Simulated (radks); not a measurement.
Task: Er XLVI, 23 electrons, occupied as [Ar] 3d5. All-electron calculation, non-relativistic Kohn-Sham, LDA (Slater exchange, Perdew-Wang correlation), spin-unpolarised, spherical densities, point nucleus; relativity is left out, which matters for an element this heavy. Program: a radial shooting solver on a logarithmic mesh with Libxc functionals. Some entries of the table are withheld. Estimate them.

orbital  occ.  eigenvalue (hartree)  <r^2> (bohr^2)
1s          2                   (1)       0.0006650
2s          2             -407.8140             (2)
2p          6             -394.2403        0.007679
3s          2             -151.4457         0.06036
3p          6             -145.7601         0.05530
3d          5                   (3)             (4)
4s          0             -77.94495             (5)
4p          0             -75.47613          0.2101

Result: 
(1) 1s eigenvalue (hartree): -2055.726
(2) 2s <r^2> (bohr^2): 0.01037
(3) 3d eigenvalue (hartree): -135.9308
(4) 3d <r^2> (bohr^2): 0.04202
(5) 4s <r^2> (bohr^2): 0.2151
